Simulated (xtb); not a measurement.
Ag (SMILES [Ag+]), charge +1, singlet (GFN-xTB shapes and energies of metal compounds can be far from the true ones). Base run: GFN0-xTB (xtb).

Here is a job for xtb.
```
$ xtb mol.xyz --gfn 0 --chrg 1 --json

# file mol.xyz
1

Ag     0.00000000     0.00000000     0.00000000
```

Each row names what was changed in the base input (with any setting that the change needs).

```
change        ΔE vs base (mEh)
------------  ----------------
base                     0.000
etemp = 1000             0.000
acc = 1000               0.000
acc = 0.1                0.000
```
